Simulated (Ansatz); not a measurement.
Basis-set extrapolation for C₃H₇BFN, SMILES `N=CBCCF` (PBE0-D4/def2-TZVP geometry, frozen core, the Gaussian-basis code of Ansatz). Multiplicity 1, RHF reference.

```json
{"": "HF", "def2-TZVPP": "-296.334724", "def2-QZVPP": "-296.347986"}
{"": "MP2 correlation", "def2-TZVPP": "-1.045691", "def2-QZVPP": "-1.122214"}
{"": "CCSD(T) correlation", "def2-TZVPP": "-1.133910", "def2-QZVPP": "not run"}
```

Energies in hartree. Use E(X) = E(∞) + A·exp(−7.88·√X) for Hartree–Fock and E(X) = E(∞) + B·X^(−2.97) for correlation, with X = 3 and 4, and add CCSD(T) minus MP2 of the smaller set to the MP2 limit.

Q: What is the CCSD(T) energy at the basis-set limit?

A: HF limit: -296.347986 + (-0.013262) × 0.13774 = -296.34981. MP2 limit: -1.122214 + (-0.076523) × 0.74074 = -1.17890. Higher-order term: -1.133910 − (-1.045691) = -0.08822. Total: -297.61693 hartree, 4.04 eV below CCSD(T)/def2-TZVPP.
